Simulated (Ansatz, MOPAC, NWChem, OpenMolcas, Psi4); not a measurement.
## A ladder of methods for GaSiH4OF (SMILES [F][GaH][O][SiH3])

The runs start from one conformer, not always the lowest.

GaSiH4OF, singlet, SMILES `[F][GaH][O][SiH3]`. Each level relaxes the structure for itself.

Quantity: the highest harmonic wavenumber at each level's own minimum, in cm⁻¹. The values are calculated.

```tsv
level	kind	program	value (cm⁻¹)
MNDO	semi-empirical	MOPAC	2341
PM6	semi-empirical	MOPAC	2410
PM6-D3	semi-empirical	MOPAC	2411
PM6-DH2X	semi-empirical	MOPAC	2409
HF/3-21G	Hartree–Fock	OpenMolcas	2303
HF/6-31G* (spherical functions)	Hartree–Fock	NWChem	2394
HF/6-31G* (Cartesian functions)	Hartree–Fock	OpenMolcas	2395
PBE-D3(BJ)/def2-SVP (density fitting)	GGA	Psi4	2177
PBE0-D4/def2-TZVP	global hybrid	Ansatz	2231
```

All-electron rows without a relativistic Hamiltonian named are non-relativistic. Harmonic and unscaled. The values span 2177 to 2411 cm⁻¹.
